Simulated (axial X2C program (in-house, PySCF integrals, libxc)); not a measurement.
GaHf along the bond: PBE0, two-component

All values were computed with an axial X2C code built on PySCF integrals. Two-component (2c) means X2C with spin–orbit coupling and atomic mean-field two-electron Coulomb and Gaunt terms. Basis: Hf dyall-cv3z [13s14p9d7f4g], Ga dyall-cv3z [9s9p7d4f1g] (cores contracted in-house); Gaussian nuclei, density fitting, unrestricted open shells. Masses: Hf 179.947 u, Ga 68.926 u.

State: Ω = 3/2 (⟨Sz⟩ = 1.47, ⟨Lz⟩ = 0.03 at PBE0). Dipoles are positive if Ga is the positive end.

```tsv
R (Å)	μ (D)	HOMO (eV)	LUMO (eV)
2.285	-1.487	-4.90	-2.45
2.391	-1.564	-4.84	-2.42
2.469	-1.593	-4.79	-2.41
2.548	-1.595	-4.73	-2.38
2.627	-1.570	-4.67	-2.36
2.719	-1.504	-4.60	-2.33
2.811	-1.399	-4.52	-2.29
2.929	-1.200	-4.42	-2.23
3.074	-0.847	-4.29	-2.15
3.284	-0.154	-4.12	-2.07
```

(1) The minimum lies at 2.620 Å. What is the dipole moment there, and its slope?

One determinant describes the state; a PBE0 search over occupations chose it and may have missed a lower one. Density functionals use the spin component along the axis (collinear). Other states lie close and PBE0, whose exact exchange favours high spin, may order them wrongly; the determinant shown need not be the ground state. The nearest other 2c determinant of the search, Ω = 1/2, lies 0.23 eV up at the distance of the search. With several unpaired electrons one determinant need not be a pure state. This is the top spin component of a Σ state; components of lower Ω are not single determinants and can lie lower.

Answers

(1) At PBE0, 2c, with the sign and origin stated: μ = -1.57 D, dμ/dR = 0.47 D/Å.
